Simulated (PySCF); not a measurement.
## Ni: electron affinity

Ni- [Ar] 3d9 4s2 (2D) → Ni [Ar] 3d8 4s2 (3F), as a difference of total energies. Calculation: PySCF 2.14, in x2c-TZVPPall with one added diffuse shell each of s, p, d, f type (7s6p5d3f1g, 80 functions); scalar relativity by spin-free X2C-1e. Correlated levels: valence: [Ar] frozen; valence and next inner shell: [Ne] frozen. The calculations carry no spin-orbit coupling.

```json
{"method": "UHF", "electron affinity (eV)": "-1.799"}
{"method": "LDA", "electron affinity (eV)": "2.357"}
{"method": "PBE0", "electron affinity (eV)": "1.036"}
{"method": "r2SCAN", "electron affinity (eV)": "1.027"}
{"method": "wB97X-V", "electron affinity (eV)": "1.059"}
{"method": "TPSS", "electron affinity (eV)": "1.456"}
{"method": "revPBE", "electron affinity (eV)": "1.717"}
{"method": "PW91", "electron affinity (eV)": "1.862"}
{"method": "MP2 (valence)", "electron affinity (eV)": "1.261"}
{"method": "SCS-MP2 (valence)", "electron affinity (eV)": "0.939"}
{"method": "MP2 (valence and next inner shell)", "electron affinity (eV)": "1.874"}
```

Estimate what PBE gives.

1.815 eV, closest to PW91 among the rows shown.

Estimate what SCS-MP2 (valence and next inner shell) gives.

1.397 eV, closest to TPSS among the rows shown.

A first-order spin-orbit estimate (lowest level to lowest level, LS coupling) adds -0.048 eV.

Errors of the correlated levels include the incompleteness of this basis and the frozen core.

A negative affinity means that the anion lies above the atom at that level of theory.

In the anion the highest occupied orbital energy is positive at LDA, PBE, PBE0, r2SCAN, TPSS, revPBE, PW91, a self-interaction effect; the basis confines that electron, and the energy difference can still be sensible.

For comparison: 1.157 eV (measured; photodetachment measurements, as compiled on the Wikipedia data page of electron affinities).
